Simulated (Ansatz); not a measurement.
Consider the ligand exchange at the Si–F bond: `F[SiH2][SiH2]F` + H₂S → `F[SiH2][SiH2]S` + H–F.

Isolated molecules relaxed with PBE0-D4/def2-TZVP in Ansatz; ΔE leaves out vibrations. CCSD(T)/CBS adds triple-zeta CCSD(T) − MP2 to the extrapolated MP2 energy (def2 sets, frozen cores). This one scheme is used for every species. One conformer a species, not always the lowest.

`F[SiH2][SiH2]F`:

Cartesian coordinates in Å:
```
F -1.104 1.908 -0.513
Si -0.413 0.530 -0.967
Si 0.412 -0.530 0.967
F 1.105 -1.907 0.513
H -1.438 -0.298 -1.654
H 0.677 0.853 -1.924
H 1.436 0.299 1.654
H -0.677 -0.854 1.924
```

H₂S:

Z-matrix (Å, degrees):
```
S
H 1 1.341
H 1 1.341 2 92.3
```

`F[SiH2][SiH2]S`:

Cartesian coordinates in Å:
```
F 0.512 -1.628 1.327
Si -0.538 -1.236 0.171
Si 0.180 0.797 -0.747
S 0.519 2.175 0.858
H -0.565 -2.351 -0.811
H -1.875 -1.095 0.801
H -0.893 1.409 -1.574
H 1.389 0.613 -1.595
H 1.270 1.317 1.570
```

H–F:

Cartesian coordinates in Å:
```
F 0.171 -0.401 -0.146
H -0.171 0.401 0.146
```

```json
{"species": "`F[SiH2][SiH2]F`", "SCS-MP2/def2-QZVPP energy (Eh)": "-780.15037"}
{"species": "H₂S", "SCS-MP2/def2-QZVPP energy (Eh)": "-398.93269"}
{"species": "`F[SiH2][SiH2]S`", "SCS-MP2/def2-QZVPP energy (Eh)": "-1078.69523"}
{"species": "H–F", "SCS-MP2/def2-QZVPP energy (Eh)": "-100.36288"}
```

(1) Work out ΔE.

Largest T1 diagnostic among the species: 0.012.

## Answers

(1) ΔE = (-1078.69523) + (-100.36288) − (-780.15037) − (-398.93269) = 0.02495 Eh = +0.68 eV. CCSD(T)/CBS gives +0.61 eV.

The D4 term adds −0.10 eV with B3LYP and −0.05 eV with PBE0; it sums over pairs of atoms, weighted by their polarisabilities, and B3LYP, whose exchange is more repulsive, gets the larger term. In def2-TZVPP, CCSD(T) changes the Hartree–Fock value by −0.26 eV (the triples alone add −0.05 eV) and MP2 by −0.31 eV.

B3LYP here is the variant with VWN-RPA as its local correlation; programs differ in this.
